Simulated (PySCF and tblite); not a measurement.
Conformer ensemble of C8H11N, numbered as in [CH3:1][C@H:2]1[CH2:3][CH2:4][C@@H:5]2[C@@H:6]([C:7]#[N:8])[C@H:9]12

Free energies: PBE0-D3(BJ)/pcSseg-1 on GFN2-xTB structures plus GFN2-xTB thermal terms, symmetry and mirror images included. Conformers within 2.5 kcal/mol (GFN2-xTB free energy) were kept, 3 at most. GIAO shieldings: PBE0/pcSseg-1. Shifts are against TMS (¹H), TMS (¹³C), NH3 (¹⁵N) at the same level; of two unlike H on one atom, a is the less shielded. Programs: PySCF with density fitting and tblite.

The 5-ring runs over atoms 2–3–4–5–9.

```json
{"conformer": "1", "shape": "5-ring envelope (ring torsions 26, -16, -1, 17, -26°)", "symmetry": "C1", "E(GFN2) kcal/mol": "0.00", "E(DFT) kcal/mol": "0.00", "G(298.15 K) kcal/mol": "0.00", "weight %": "99.6", "dipole D": "4.89"}
{"conformer": "2", "shape": "5-ring envelope (ring torsions -26, 16, 0, -15, 25°)", "symmetry": "C1", "E(GFN2) kcal/mol": "2.05", "E(DFT) kcal/mol": "3.41", "G(298.15 K) kcal/mol": "3.22", "weight %": "0.4", "dipole D": "4.80"}
```

Weights (%) against temperature:

```
 T (K)     1    2  S(mix) cal/mol/K
   250  99.9  0.1              0.02
298.15  99.6  0.4              0.06
   350  99.0  1.0              0.11
```

Averaged shifts at 298.15 K. ¹H: 2.20 (H2, 1H), 2.03 (H4a, 1H), 1.87 (H4b, 1H), 1.76 (H5, 1H), 1.49 (H9, 1H), 1.33 (H3a, 1H), 1.21 (H3b, 1H), 1.06 (H1, 3H), 0.69 (H6, 1H) ppm. ¹³C: 126.0 (C7), 38.9 (C2), 38.1 (C9), 31.3 (C5), 30.0 (C3), 28.8 (C4), 23.0 (C1), 5.5 (C6) ppm. ¹⁵N: 291.0 (N8) ppm.

Coordinates of conformer 1 (Å):

```xyz
20

C    -2.046   -0.151    0.974
C    -0.587   -0.562    0.784
C    -0.379   -1.347   -0.526
C    -0.004   -0.311   -1.597
C     0.620    0.830   -0.827
C     1.703    0.445    0.160
C     2.674    1.419    0.500
N     3.454    2.213    0.773
C     0.277    0.673    0.616
H    -2.680   -1.031    1.054
H    -2.384    0.447    0.131
H    -2.162    0.437    1.882
H    -0.273   -1.157    1.647
H     0.428   -2.071   -0.405
H    -1.274   -1.902   -0.801
H     0.669   -0.728   -2.347
H    -0.894    0.054   -2.112
H     0.685    1.798   -1.304
H     2.091   -0.566    0.140
H     0.077    1.521    1.256
```

Unscaled ¹⁵N shifts at such levels can be off by tens of ppm; differences between conformers or isomers are more reliable. Shifts are unscaled: against experiment ¹³C can be off by 15 ppm or more and ¹H by 0.8 ppm.

Search and properties took 67 s on 1 thread of INTEL XEON PLATINUM 8581C @ 2.10GHz (shared host) (rough), launched as `OMP_NUM_THREADS=1 python ens_run.py task.json out`.


¹⁵N shifts are against a computed isolated NH3 molecule, about 20 ppm from the liquid.